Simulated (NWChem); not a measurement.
Program: NWChem. System: HBN, charge 0, spin multiplicity 2, at a geometry optimised with UB3LYP/def2-SVP. The structure started from a generated list of species. Its SCF solution wasn't tested for a lower state. Level: UHF/def2-TZVP.

Output (cleaned and shortened):

```
             Northwest Computational Chemistry Package (NWChem) 7.3.0
             --------------------------------------------------------

                                NWChem Input Module
                                -------------------

 Scaling coordinates for geometry "geometry" by  1.889725989
 (inverse scale =  0.529177249)

 Turning off AUTOSYM since
 SYMMETRY directive was detected!

                             Geometry "geometry" -> ""
                             -------------------------

 Output coordinates in angstroms (scale by  1.889725989 to convert to a.u.)

  No.       Tag          Charge          X              Y              Z
 ---- ---------------- ---------- -------------- -------------- --------------
    1 B                    5.0000     0.00000000     0.00000000    -0.61337900
    2 N                    7.0000     0.00000000     0.00000000     0.69481700
    3 H                    1.0000     0.00000000     0.00000000    -1.79682700

 Effective nuclear repulsion energy (a.u.)      17.8802290576

            Nuclear Dipole moment (a.u.)
            ----------------------------
        X                 Y               Z
 ---------------- ---------------- ----------------
     0.0000000000     0.0000000000    -0.0000056692

      Symmetry information
      --------------------

 Group name             C2v
 Group number             16
 Group order               4
 No. of unique centers     3

      Symmetry unique atoms

     1    2    3


 Summary of "ao basis" -> "" (spherical)
 ------------------------------------------------------------------------------
       Tag                 Description            Shells   Functions and Types
 ---------------- ------------------------------  ------  ---------------------
 *                         def2-tzvp                  on all atoms

 Summary of "ao basis" -> "ao basis" (spherical)
 ------------------------------------------------------------------------------
       Tag                 Description            Shells   Functions and Types
 ---------------- ------------------------------  ------  ---------------------
 B                         def2-tzvp                11       31   5s3p2d1f
 N                         def2-tzvp                11       31   5s3p2d1f
 H                         def2-tzvp                 4        6   3s1p

                                 NWChem SCF Module
                                 -----------------

  ao basis        = "ao basis"
  functions       =    68
  atoms           =     3
  alpha electrons =     7
  beta  electrons =     6
  charge          =   0.00
  wavefunction    = UHF
  use symmetry    = T
  symmetry adapt  = T

 Summary of "ao basis" -> "ao basis" (spherical)
 ------------------------------------------------------------------------------
       Tag                 Description            Shells   Functions and Types
 ---------------- ------------------------------  ------  ---------------------
 B                         def2-tzvp                11       31   5s3p2d1f
 N                         def2-tzvp                11       31   5s3p2d1f
 H                         def2-tzvp                 4        6   3s1p

      Symmetry analysis of basis
      --------------------------

        a1         32
        a2          6
        b1         15
        b2         15

 Forming initial guess at       0.0s

   Symmetry analysis of molecular orbitals - initial alpha
   -------------------------------------------------------

  Numbering of irreducible representations:

     1 a1          2 a2          3 b1          4 b2

  Orbital symmetries:

     1 a1          2 a1          3 a1          4 a1          5 b2
     6 a1          7 b1          8 b2          9 b1         10 a1
    11 a1         12 b2         13 b1         14 a1         15 a1
    16 a1         17 a2

   Symmetry analysis of molecular orbitals - initial beta
   ------------------------------------------------------

  Numbering of irreducible representations:

     1 a1          2 a2          3 b1          4 b2

  Orbital symmetries:

     1 a1          2 a1          3 a1          4 a1          5 a1
     6 b1          7 b2          8 b1          9 b2         10 a1
[...]
  ----- ------------  ---------------      ----- ------------  ---------------
    37      0.374656  2 N  px                40      0.351615  2 N  px
    43      0.211825  2 N  px                 6      0.196932  1 B  px
     9      0.167269  1 B  px

 Vector    8  Occ=0.000000D+00  E= 8.983935D-02  Symmetry=b2
              MO Center= -4.1D-16,  5.4D-14, -7.9D-01, r^2= 4.4D+00
   Bfn.  Coefficient  Atom+Function         Bfn.  Coefficient  Atom+Function
  ----- ------------  ---------------      ----- ------------  ---------------
    13      0.952864  1 B  py                44     -0.452994  2 N  py
     7      0.198624  1 B  py                38     -0.196702  2 N  py
    10      0.155099  1 B  py

 Vector    9  Occ=0.000000D+00  E= 1.085956D-01  Symmetry=b1
              MO Center=  4.5D-14,  1.8D-15, -8.0D-01, r^2= 4.7D+00
   Bfn.  Coefficient  Atom+Function         Bfn.  Coefficient  Atom+Function
  ----- ------------  ---------------      ----- ------------  ---------------
    12      1.017699  1 B  px                43     -0.484200  2 N  px
    37     -0.200651  2 N  px                 6      0.174775  1 B  px

 Vector   10  Occ=0.000000D+00  E= 1.166877D-01  Symmetry=a1
              MO Center= -3.1D-14, -5.6D-14, -6.2D-01, r^2= 6.5D+00
   Bfn.  Coefficient  Atom+Function         Bfn.  Coefficient  Atom+Function
  ----- ------------  ---------------      ----- ------------  ---------------
     5      2.875709  1 B  s                 36     -1.501438  2 N  s
    65     -1.336560  3 H  s                 11      0.555206  1 B  pz
    45      0.465275  2 N  pz                14     -0.264396  1 B  pz
    22      0.230105  1 B  d  0              35     -0.164474  2 N  s

                     UHF Final Beta Molecular Orbital Analysis
                     -----------------------------------------

 Vector    4  Occ=1.000000D+00  E=-6.591104D-01  Symmetry=a1
              MO Center=  3.0D-17,  1.1D-16, -1.4D+00, r^2= 9.7D-01
   Bfn.  Coefficient  Atom+Function         Bfn.  Coefficient  Atom+Function
  ----- ------------  ---------------      ----- ------------  ---------------
    64      0.259745  3 H  s                  4      0.255639  1 B  s
     3      0.238989  1 B  s                  8     -0.210115  1 B  pz
    63      0.178724  3 H  s                 11     -0.161577  1 B  pz

 Vector    5  Occ=1.000000D+00  E=-4.979457D-01  Symmetry=a1
              MO Center= -5.7D-15,  5.4D-16,  7.8D-01, r^2= 1.0D+00
   Bfn.  Coefficient  Atom+Function         Bfn.  Coefficient  Atom+Function
  ----- ------------  ---------------      ----- ------------  ---------------
    39      0.373044  2 N  pz                42      0.297896  2 N  pz
    35      0.282578  2 N  s                 36      0.240971  2 N  s
     8     -0.219992  1 B  pz                45      0.171919  2 N  pz

 Vector    6  Occ=1.000000D+00  E=-3.991478D-01  Symmetry=b1
              MO Center=  3.8D-15, -1.0D-15,  2.0D-01, r^2= 1.4D+00
   Bfn.  Coefficient  Atom+Function         Bfn.  Coefficient  Atom+Function
  ----- ------------  ---------------      ----- ------------  ---------------
    37      0.312712  2 N  px                40      0.288586  2 N  px
     6      0.258568  1 B  px                 9      0.242312  1 B  px
    43      0.195543  2 N  px

 Vector    7  Occ=0.000000D+00  E=-3.449750D-03  Symmetry=b2
              MO Center= -4.3D-16, -3.9D-15, -2.3D-01, r^2= 2.8D+00
   Bfn.  Coefficient  Atom+Function         Bfn.  Coefficient  Atom+Function
  ----- ------------  ---------------      ----- ------------  ---------------
    13      0.482360  1 B  py                 7      0.251263  1 B  py
    10      0.197264  1 B  py                38      0.177373  2 N  py
    41      0.172948  2 N  py

 Vector    8  Occ=0.000000D+00  E= 1.193489D-01  Symmetry=a1
              MO Center=  1.1D-15,  3.8D-15, -8.1D-01, r^2= 6.7D+00
   Bfn.  Coefficient  Atom+Function         Bfn.  Coefficient  Atom+Function
  ----- ------------  ---------------      ----- ------------  ---------------
     5      2.931949  1 B  s                 65     -1.445217  3 H  s
    36     -1.273620  2 N  s                 11      0.538093  1 B  pz
    14     -0.508802  1 B  pz                45      0.425280  2 N  pz
    22      0.202928  1 B  d  0              35     -0.156952  2 N  s

 Vector    9  Occ=0.000000D+00  E= 1.201111D-01  Symmetry=b1
              MO Center= -4.1D-15, -1.8D-15, -7.0D-01, r^2= 4.8D+00
   Bfn.  Coefficient  Atom+Function         Bfn.  Coefficient  Atom+Function
  ----- ------------  ---------------      ----- ------------  ---------------
    12      1.029880  1 B  px                43     -0.565800  2 N  px
    37     -0.227897  2 N  px

 center of mass
 --------------
 x =   0.00000000 y =   0.00000000 z =   0.08466693

 moments of inertia (a.u.)
 ------------------
          50.366163890147           0.000000000000           0.000000000000
           0.000000000000          50.366163890147           0.000000000000
           0.000000000000           0.000000000000           0.000000000000

  Mulliken analysis of the total density
  --------------------------------------

    Atom       Charge   Shell Charges
 -----------   ------   -------------------------------------------------------
    1 B    5     4.92   0.92  1.06  0.53  0.52  0.03  0.87  0.73  0.12  0.05  0.06  0.02
    2 N    7     7.19   0.82  1.15  0.60  0.88  0.28  1.32  1.45  0.65  0.01  0.03  0.00
    3 H    1     0.90   0.24  0.49  0.15  0.01

  Mulliken analysis of the alpha density
  --------------------------------------

    Atom       Charge   Shell Charges
 -----------   ------   -------------------------------------------------------
    1 B    5     2.47   0.46  0.53  0.26  0.26  0.02  0.44  0.37  0.06  0.03  0.04  0.01
    2 N    7     4.08   0.41  0.58  0.31  0.46  0.15  0.84  0.93  0.39  0.00  0.02  0.00
    3 H    1     0.45   0.12  0.24  0.08  0.01

   Mulliken analysis of the beta density
   -------------------------------------

    Atom       Charge   Shell Charges
 -----------   ------   -------------------------------------------------------
    1 B    5     2.44   0.46  0.53  0.27  0.26  0.02  0.43  0.36  0.07  0.02  0.02  0.01
    2 N    7     3.11   0.41  0.58  0.29  0.42  0.13  0.48  0.52  0.26  0.00  0.01  0.00
    3 H    1     0.45   0.12  0.25  0.08  0.01

   Mulliken analysis of the spin density
   -------------------------------------

    Atom       Charge   Shell Charges
 -----------   ------   -------------------------------------------------------
    1 B    5     0.03  -0.00  0.00 -0.01  0.00 -0.00  0.01  0.01 -0.01  0.01  0.01  0.00
    2 N    7     0.97   0.00 -0.00  0.02  0.04  0.01  0.36  0.42  0.13  0.00  0.01 -0.00
    3 H    1    -0.00  -0.00 -0.00  0.00 -0.00

       Multipole analysis of the density wrt the origin
       ------------------------------------------------

     L   x y z        total         alpha         beta         nuclear
     -   - - -        -----         -----         ----         -------
     0   0 0 0     -0.000000     -7.000000     -6.000000     13.000000

     1   1 0 0      0.000000      0.000000      0.000000      0.000000
     1   0 1 0     -0.000000     -0.000000      0.000000      0.000000
     1   0 0 1     -1.281484     -1.214908     -0.066570     -0.000006

     2   2 0 0     -9.554893     -4.849186     -4.705707      0.000000
     2   1 1 0     -0.000000     -0.000000     -0.000000      0.000000
     2   1 0 1      0.000000      0.000000     -0.000000      0.000000
     2   0 2 0     -7.878677     -4.869655     -3.009022      0.000000
     2   0 1 1     -0.000000     -0.000000     -0.000000      0.000000
     2   0 0 2     -9.265716    -20.554189    -19.026830     30.315304

 Task  times  cpu:        0.3s     wall:        0.3s

 Total times  cpu:        0.4s     wall:        0.4s
```

Question: Write an NWChem input that would produce this output.

Answer: This is not unique; one that fits is 
```
start mol
memory heap 200 mb stack 900 mb global 1100 mb
geometry units angstroms nocenter noautoz
  B      0.000000     0.000000    -0.613379
  N      0.000000     0.000000     0.694817
  H      0.000000     0.000000    -1.796827
  symmetry group C2v
end
basis spherical
  * library def2-tzvp
end
scf
  uhf
  nopen 1
  maxiter 100
  thresh 1e-7
  semidirect memsize 60000000 filesize 0
  # guess.movecs holds the orbitals of an unrestricted PBE0 run
  vectors input guess.movecs output mol.movecs
end
task scf energy
```
